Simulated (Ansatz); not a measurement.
**Question.** Name a neutral molecule of F, Ga and H with LUMO energy (ωB97M-V/def2-TZVPP) between 0.10 and 0.40 eV and LUMO energy (PBE0/def2-TZVPP) between -1.60 and -1.30 eV (Ansatz, PBE0-D4/def2-TZVP geometry).

**Answer.** `[F][GaH][F]` (0.33 eV, -1.37 eV). Other molecules can fit too; these were computed, each in one conformer that needn't be the lowest.
